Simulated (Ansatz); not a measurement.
## A van 't Hoff estimate for SnH3(SeH) + BH(OH) ⇌ SnH2(SeH) + BH2(OH)

Gas-phase species: SnH3(SeH), singlet; BH(OH), doublet; SnH2(SeH), doublet; BH2(OH), singlet. A radical takes H: the energy is the difference in strength between the Sn–H bond broken and the B–H bond made.

The electronic reaction energy at CCSD(T)/def2-TZVPP is -133.0 kJ/mol. Shapes: PBE0-D4/def2-TZVP. Flexible molecules stand in one conformer, not always the lowest. Programs: Ansatz 0.2.0. Enthalpy and entropy come from rigid-rotor, harmonic-oscillator sums on unscaled PBE0-D4/def2-TZVP wavenumbers, ideal gases at 1 bar; R ln 2 is added for the mirror twin of the chiral shape of SnH2(SeH). Symmetry numbers: SnH3(SeH) 1, BH(OH) 1, SnH2(SeH) 1, BH2(OH) 1. R = 8.3145 J/(mol K).

```
T (K)  ΔH (kJ/mol)  ΔS (J/(mol K))
  600       -126.5            -2.2
  800       -127.4            -3.5
 1000            ?               ?
```

Q: Work out ln K at 600 and 800 K, and from these estimate it at 1000 K.

A: 
1. 600 K: ΔG = -126.5 − 600 × (-2.2)/1000 = -125.2 kJ/mol; ln K = −ΔG/RT = +25.10.
2. 800 K: ΔG = -127.4 − 800 × (-3.5)/1000 = -124.6 kJ/mol; ln K = −ΔG/RT = +18.73.
3. Slope against 1000/T: (+18.73 − (+25.10))/(1.2500 − 1.6667) = +15.29, that is −ΔH/R with ΔH near -127 kJ/mol.
4. 1000 K: ln K = +25.10 + (+15.29) × (1.0000 − 1.6667) = +14.91.

The full sums give ΔH = -128.1 kJ/mol, ΔS = -4.3 J/(mol K), ΔG = -123.8 kJ/mol and ln K = +14.89 at 1000 K, so the line is off by +0.02 in ln K; without rounding the miss is +0.02, from the change of ΔH with temperature. The products are favoured over this whole range. An error of 10 kJ/mol in the energy moves ln K by 1.2 at 1000 K. Soft modes are treated as harmonic, which can err either way at these temperatures; the lowest are those of SnH3(SeH) (107 cm⁻¹), SnH2(SeH) (190 cm⁻¹). Other conformers aren't counted. Other reactions of these species are left aside. Open shells run unrestricted. For atoms past krypton def2 sets carry core potentials with scalar relativity. Relativity is left out for Se. Outer-core shells of Se, Sn are correlated, in sets that cover them unevenly.
